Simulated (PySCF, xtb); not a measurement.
ClH3Si2, SMILES [SiH3][Si]Cl (connectivity only; charge and spin as stated), neutral, multiplicity 1. Atoms are numbered in the order given.

```xyz
6

Si     1.0960    -0.2423     0.0000
Cl    -0.5250    -1.5515     0.0000
Si    -0.3200     1.6812     0.0000
H     -1.1828     1.6315     1.2101
H      0.4254     2.9686     0.0000
H     -1.1828     1.6315    -1.2101
```
Charge 0, spin multiplicity 1.

Geometry: ωB97X-D3(BJ)/def2-TZVP.

Calculation: C-PCM-B3LYP/def2-SVP run with PySCF 2.14.0.

The values are the electrostatic part of the solvation free energy, E(continuum) − E(gas) at the gas-phase geometry, in a cavity of scaled van der Waals radii (PySCF's table); cavitation and dispersion terms are not included. In vacuum the orbital gap is 2.91 eV. The dipole moment in vacuum is 0.66 D.

Computed values in water (ε = 78.36), dimethylsulfoxide (ε = 46.83), chlorobenzene (ε = 5.70):
| solvent | ε | ΔG(elec) (kcal/mol) | dipole (D) | gap (eV) |
|---|---|---|---|---|
| water | 78.36 | -1.7 | 0.99 | 3.05 |
| dimethylsulfoxide | 46.83 | -1.7 | 0.98 | 3.05 |
| chlorobenzene | 5.70 | -1.4 | 0.92 | 3.02 |

For comparison, GFN2-xTB/ALPB(water) (xtb, at the GFN2-xTB geometry, all terms of that model) gives -0.4 kcal/mol.
